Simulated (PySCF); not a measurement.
GaH3, SMILES [GaH3]. Geometry: PBE0-D3(BJ)/def2-TZVPD. The isomer is the one that the SMILES or the coordinates give; other isomers of the formula were not compared.

Computed equilibrium geometry at PBE0-D3(BJ)/def2-TZVPD (PySCF confirms it by a frequency run) as Cartesian coordinates in Å, and its point group:
point group D3h.
```xyz
4

Ga     0.0000     0.0000     0.0000
H      1.5686     0.0000     0.0000
H     -0.7843     1.3585     0.0000
H     -0.7843    -1.3585     0.0000
```
Charge 0, spin multiplicity 1.
